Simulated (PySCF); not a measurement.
BeClHS. Atoms are numbered in the order given.

```xyz
4

Be     0.0242    -0.0432     0.0000
Cl    -0.0042    -1.8514     0.0000
S      0.0777     1.8577     0.0000
H     -1.2676     1.9229     0.0000
```
Charge 0, spin multiplicity 1.

Coordinates come from a r2SCAN-D4/def2-TZVP optimisation. Other conformers were not sampled.

Level of theory: CAM-B3LYP/def2-TZVPD run with PySCF.

Computed frontier levels, gap, dipole moment and polarisability:
```
Property                                                                                                        Value
---------------------------------------------------------------------------------------------  ----------------------
highest occupied level                                                                                       -9.25 eV
lowest empty level                                                                                           -0.08 eV
orbital gap                                                                                                   9.17 eV
dipole moment                                                                                                  0.79 D
quadrupole, principal values (traceless, Buckingham form, about the centre of nuclear charge)   -6.56, 0.18, 6.38 D·Å
mean static polarisability                                                                       50.2 bohr³ (7.44 Å³)
polarisability, principal values                                                               43.0, 43.2, 64.4 bohr³
```
